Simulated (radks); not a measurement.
Neutral holmium inside a hard spherical wall (all orbitals vanish at R), configuration held at [Xe] 4f11 6s2 and not refilled when levels cross. Method: scalar-relativistic Kohn-Sham, PBEsol, spin-polarised, spherical densities, finite nucleus; open shells are filled with parallel spins first (spin-orbit coupling, left out, can overturn this in heavy ions); Fermi nuclear charge, rms radius 5.2022 fm; computed with a radial shooting solver on a logarithmic mesh with Libxc functionals. Eigenvalues in eV for spin up, with the zero of energy where the potential of the charges vanishes at infinity; a dash marks a level that is unbound or too diffuse for the functional's potential to be trusted. A positive occupied level is held by the wall or, in an anion where self-interaction has pushed it up, behind a barrier. The pressure on the wall is -dE/dV.

| R (bohr) | E (hartree) | kinetic (hartree) | e(5s) | e(5p) | e(4f) | e(6s) | e(5d, empty) | e(6p, empty) | pressure (GPa) |
|---|---|---|---|---|---|---|---|---|---|
| free | -12611.1233 | 13635.056 | -51.003 | -26.332 | -4.192 | -3.846 | -1.150 | -1.139 | 0 |
| 20 | -12611.1233 | 13635.056 | -51.003 | -26.332 | -4.192 | -3.846 | -1.150 | -1.139 | < 0.0001 |
| 12 | -12611.1230 | 13635.060 | -50.973 | -26.302 | -4.162 | -3.823 | -1.115 | -1.042 | 0.00511 |
| 10 | -12611.1211 | 13635.076 | -50.852 | -26.183 | -4.045 | -3.728 | -0.995 | -0.801 | 0.0517 |
| 8 | -12611.1079 | 13635.161 | -50.371 | -25.708 | -3.573 | -3.294 | -0.524 | 0.059 | 0.534 |
| 7 | -12611.0837 | 13635.286 | -49.797 | -25.147 | -3.007 | -2.677 | 0.054 | 1.151 | 1.78 |
| 5 | -12610.8497 | 13636.229 | -47.042 | -22.518 | -0.202 | 1.724 | 3.202 | 8.117 | 26.2 |
| 3 | -12607.9272 | 13647.216 | -34.049 | -9.580 | 14.932 | 38.941 | 21.789 | 56.790 | 1300 |
| 2.5 | -12603.6958 | 13662.304 | -21.993 | 3.925 | 29.317 | 80.738 | 40.707 | 105.74 | 5070 |
| 2 | -12591.0812 | 13703.718 | 7.073 | 38.081 | 59.785 | 181.96 | 86.201 | 218.23 | 25400 |
